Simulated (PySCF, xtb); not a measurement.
BeCl2, SMILES [Cl][Be][Cl].

Harmonic wavenumbers (cm⁻¹) from GFN2-xTB in xtb at its own minimum, in rising order: 213, 213, 375, 1028.

What does PBE-D3(BJ)/def2-TZVP (PySCF) give at its own minimum? (Estimate from the structure and the level; the computed values follow.)

233, 233, 387, 1115. Paired by order, the mean absolute difference is 35 cm⁻¹ and the zero-point energies are 2.6 and 2.8 kcal/mol.
